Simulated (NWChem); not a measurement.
# C3H4Cl2; SMILES C1CC1(Cl)Cl

```xyz
9

Cl    -1.4668     0.0000     0.7566
C      0.0000     0.0000    -0.2132
Cl     1.4668     0.0000     0.7566
C      0.0000    -0.7554    -1.4976
C      0.0000     0.7554    -1.4976
H      0.9235    -1.2736    -1.7675
H     -0.9235    -1.2736    -1.7675
H      0.9235     1.2736    -1.7675
H     -0.9235     1.2736    -1.7675
```
Atoms are numbered in this order, from 1.

Results from NWChem. Geometry optimised at PBE0/def2-SVP; all other runs use it. 

```csv
quantity,level,value
"vertical, lowest excitation, singlet (eV)","PBE0/def2-SVPD, TDA",[?]
"anisotropy (bohr³), static",PBE0/def2-SVPD,12.2
cavity-dispersion-structure term (kcal/mol) in water,"PBE0/def2-SVP, SMD",[?]
−ε(HOMO) (eV),PBE/def2-SVP,[?]
dipole (D),PBE0/def2-SVP,2.02
highest harmonic frequency (cm⁻¹),PBE0/def2-SVP,3270
```

### Question
Some entries are withheld; supply them.

### Answer

- vertical, lowest excitation, singlet (eV), value: 6.45
- cavity-dispersion-structure term (kcal/mol) in water, value: 1.9
- −ε(HOMO) (eV), value: 6.34
